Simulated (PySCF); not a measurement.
Constitutional and geometric isomers with formula C2H3B. Isolated molecules, 0 K electronic values unless said otherwise. Strings in code marks are SMILES.

The dipole moment from two functionals at the same geometries (B3LYP-D3(BJ)/def2-TZVP), both in PySCF: PBE-D3(BJ)/def2-TZVP and B3LYP-D3(BJ)/def2-TZVP. B3LYP has the VWN-RPA correlation part, as in Gaussian. 

| species | PBE-D3(BJ)/def2-TZVP (D) | B3LYP-D3(BJ)/def2-TZVP (D) |
|---|---|---|
| `B=C=C` | 0.78 | 0.66 |
| `C#CB` | 1.07 | 1.00 |
| `C1BC=1` | 1.20 | 1.15 |

Over these rows, drawn at random from the members with no instability flagged (it was tested for open shells, ions and some series alone), PBE minus B3LYP-D3(BJ): mean +0.08 D, from +0.05 D to +0.12 D.
